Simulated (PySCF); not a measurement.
Species: C₇H₁₃O₂P.
Numbering: `[CH3:1][C:2](=[O:3])[CH2:4][P:5]1[CH2:6][CH2:7][O:8][CH2:9][CH2:10]1`

Structure used (GFN2-xTB), in Å, numbered top down from 1:
```
atom  x, y, z in Å
C1     3.292   -0.874   -0.637
C2     2.457   -0.227    0.435
O3     2.517   -0.536    1.600
C4     1.497    0.811   -0.070
P5     0.045   -0.084   -0.856
C6    -0.737   -0.773    0.685
C7    -2.221   -1.028    0.416
O8    -2.949    0.147    0.153
C9    -2.561    0.792   -1.033
C10   -1.137    1.351   -0.968
H11    3.849   -1.714   -0.231
H12    2.643   -1.210   -1.444
H13    3.990   -0.145   -1.045
H14    1.952    1.422   -0.852
H15    1.142    1.440    0.750
H16   -0.246   -1.711    0.953
H17   -0.621   -0.068    1.513
H18   -2.328   -1.731   -0.427
H19   -2.695   -1.467    1.298
H20   -3.282    1.603   -1.170
H21   -2.646    0.098   -1.886
H22   -0.928    1.928   -1.871
H23   -1.039    2.001   -0.095
```

Definitions: NICS(0) = −σiso at the ring centroid; NICS(1) = −σiso and NICS(1)zz = −σzz at ±1 Å along the ring normal z. Level: GIAO PBE0/pcSseg-1 (PySCF, non-relativistic, gas phase) on the GFN2-xTB geometry, one conformer.

Ring bond lengths (Å), with Mayer bond orders in brackets: P5–C6 1.860 (0.94), C6–C7 1.530 (1.03), C7–O8 1.408 (0.94), O8–C9 1.406 (0.95), C9–C10 1.530 (1.02), C10–P5 1.863 (0.95).

Task: What do the NICS probes read (ppm)?

Result: 
```
              ring                                                   type  NICS(0)  NICS(1), two faces  NICS(1)zz, two faces  rms pucker (Å)  centre to ring atoms, mean (Å)
P5–C6–C7–O8–C9–C10  6-membered ring with O and P; formal bonds all single     -2.9         -2.2 / -2.5             4.0 / 2.1            0.28                            1.52
```

Task: What do they say, and how far can they be read as aromaticity?

Result: 
- P5–C6–C7–O8–C9–C10: mean NICS(1)zz 3.0 ppm, deshielded. C6, C7, C9, C10 have four or more neighbours, so the value isn't read as a sign of a π ring current.

Task: What field does 7.05 T along the ring normal induce along that normal at the first NICS(1) probe listed for ring P5–C6–C7–O8–C9–C10, 1 Å off the ring?

Result: NICSzz × B0 = 4.0 ppm × 7.05 T = 28 μT, along the applied field.
